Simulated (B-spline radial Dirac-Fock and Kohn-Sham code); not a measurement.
# L-shell conversion coefficients of Er against transition energy

These are calculated numbers from a radial B-spline solver; the model is a Dirac-Hartree-Slater potential of the neutral atom with a Latter tail (no hole, which puts coefficients of high multipoles low close above an edge), finite nucleus with surface currents. Subshells within 1 keV of threshold and pair formation are left out.

```
energy (keV)        E2        E3        E5        M2        M3        M5
        13.4     27800  5.39e+06  6.50e+09     49100  1.90e+07  1.09e+11
        14.1     21500  3.99e+06  5.26e+09     38500  1.36e+07  7.54e+10
          20      3720    503000  7.94e+08      7320  1.39e+06  5.29e+09
        21.6      2530    319000  4.92e+08      5100    846000  2.90e+09
        22.2      2210    271000  4.14e+08      4490    709000  2.34e+09
        25.9      1020    109000  1.51e+08      2190    266000  6.96e+08
        26.5       913     94900  1.30e+08      1970    230000  5.81e+08
        28.8       603     58000  7.40e+07      1340    136000  3.01e+08
          48      48.4      2840  2.03e+06       132      5940  5.37e+06
        49.1      43.4      2490  1.72e+06       120      5190  4.50e+06
          50      39.7      2230  1.51e+06       110      4660  3.91e+06
        75.1      5.59       208     78200      18.8       442    170000
        92.8      2.07      61.2     16700      7.73       137     34600
         100      1.46      39.9      9670      5.67      91.0     19900
         104      1.22      31.9      7270      4.83      73.7     14900
         174     0.126      1.82       180     0.627      5.24       383
         200    0.0704     0.864      68.0     0.370      2.67       149
         211    0.0566     0.652      46.9     0.303      2.07       104
         219    0.0487     0.537      36.3     0.264      1.74      81.6
         254    0.0272     0.251      13.3     0.154     0.876      31.2
         319    0.0116    0.0824      2.96    0.0690     0.319      7.55
         332    0.0101    0.0683      2.30    0.0601     0.269      5.93
         395   0.00556    0.0310     0.778    0.0334     0.130      2.13
         458   0.00345    0.0165     0.322    0.0206    0.0715     0.926
         485   0.00289    0.0130     0.232    0.0171    0.0571     0.677
         491   0.00279    0.0124     0.216    0.0165    0.0545     0.633
         500   0.00264    0.0115     0.195    0.0156    0.0508     0.574
        1000  0.000434   0.00112   0.00672   0.00199   0.00441    0.0205
        2000  0.000104  0.000204  0.000633  0.000325  0.000578   0.00155
```

Problem. How fast do they fall between 500 and 2000 keV?

Solution. As powers of the energy: E2 E^-2.33, E3 E^-2.91, E5 E^-4.13, M2 E^-2.79, M3 E^-3.23, M5 E^-4.27. Within one type (E or M) the higher multipoles fall faster.
